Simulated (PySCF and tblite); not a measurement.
The numbers below are computed, except where a source is named.
System: C₆H₁₂FN, numbered as in [CH3:1][C@@H:2]1[CH2:3][CH2:4][C@@H:5]([F:6])[CH2:7][NH:8]1.

Motion: pyramidal inversion at N8. GFN2-xTB gives an electronic barrier of 6.2 kcal/mol and a reaction energy of 1.2 kcal/mol.

What does B3LYP/pcSseg-1 + D3(BJ) give on GFN2-xTB geometries?

A barrier of 3.6 kcal/mol, 2.6 below the tight-binding barrier (from unrounded values), a reaction energy of -1.0 kcal/mol and, with GFN2-xTB thermal terms, ΔG‡(298 K) = 2.4 kcal/mol and k = 1×10¹¹ s⁻¹ (1 equivalent path).

Programs: tblite and PySCF.
